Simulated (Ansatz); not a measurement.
Basis sets compared for Mg7⁺. Charge 1, multiplicity 2. Geometry PBE0/def2-SVP. Ansatz on 4 threads of Arm Neoverse V2 on a shared host; times are rough, and most runs start from earlier orbitals.

```csv
atom,x (Å),y (Å),z (Å)
Mg1,0.573,-0.878,-2.621
Mg2,-0.732,0.232,2.714
Mg3,-2.740,1.694,0.907
Mg4,-1.776,-0.881,-0.199
Mg5,3.145,-0.084,-1.143
Mg6,0.351,1.413,-0.213
Mg7,1.179,-1.497,0.555
```

Another isomer (doublet) lies 0.05 eV lower at PBE0/def2-TZVP; other spin states weren't run for this one.

```tsv
level	functions	energy (Eh)	HOMO (eV)	LUMO (eV)	wall time
PBE/def2-SVP	126	-1399.0332	-7.15	-6.64	4.8 s
PBE0/def2-SVP	126	-1399.1494	-7.63	-6.06	12 s
```

Problem. Estimate the rows for PBE/def2-TZVP (with forces), PBE0/def2-TZVP.

Solution. 
```csv
level,functions,energy (Eh),HOMO (eV),LUMO (eV),wall time
PBE/def2-TZVP (with forces),224,-1399.5254,-7.15,-6.64,7.5 s
PBE0/def2-TZVP,224,-1399.6414,-7.64,-6.06,17 s
```
